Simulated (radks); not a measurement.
Values are calculated unless marked as measured or tabulated.
Problem. These are the eigenvalues of the occupied orbitals of an atom or ion with whole-number occupations (eV). Level of theory: non-relativistic Kohn-Sham, PBE, spin-polarised, spherical densities, point nucleus (a radial shooting solver on a logarithmic mesh with Libxc functionals).

| orbital | eigenvalue |
|---|---|
| 1s up | -11539.29 |
| 1s down | -11539.18 |
| 2s up | -1446.616 |
| 2s down | -1446.569 |
| 2p up | -1293.606 |
| 2p down | -1293.508 |
| 3s up | -183.6075 |
| 3s down | -183.4617 |
| 3p up | -131.9593 |
| 3p down | -131.7911 |
| 3d up | -41.4592 |
| 3d down | -41.2007 |
| 4s up | -14.7775 |
| 4s down | -12.4698 |
| 4p up | -5.9554 |

Which element is it, and in what charge state? The configuration may be excited. Open shells, if any, are filled with parallel spins first.

Solution. Z = 33, arsenic, charge 0: As in [Ar] 3d10 4s2 4p3. The list shows which subshells hold electrons but not how many an open one holds; the 1s level, -424.06 hartree, gives Z - s = 29.1 by -(Z - s)^2/2, which with screening narrows Z to a few neighbours, and the depths of the outer levels then fix element, charge and occupations together.
